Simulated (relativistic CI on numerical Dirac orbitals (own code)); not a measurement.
**Pm4+ (4f3) in a crystal field**

Calculated by Dirac-Coulomb-Breit CI, orbitals from a KLI potential per configuration, QED by a radiative potential, valence Slater integrals scaled by 0.7, one configuration in a parametric crystal field (own radial code).

Field parameters in Wybourne normalisation; cubic f-shell fields have B⁴₄ = √(5/14) B⁴₀ and B⁶₄ = −√(7/2) B⁶₀. The field is a parameter set, without covalency.

S is read from ⟨S²⟩ = S(S + 1).

Levels (cm⁻¹, degeneracy): 0 (2), 5 (4), 583 (4), 2442 (4), 2489 (2), 2899 (4), 2952 (2), 4891 (4), 4910 (2), 5355 (2), 5405 (4), 5479 (2).

Question: Which field gives this pattern?
A. Oh, B40 = 2910, B60 = 1120 cm⁻¹
B. Oh, B40 = 4150, B60 = 230 cm⁻¹
C. Oh, B40 = 2290, B60 = 410 cm⁻¹

Answer: B. Oh, B40 = 4150, B60 = 230 cm⁻¹, ground level with S = 1.46.
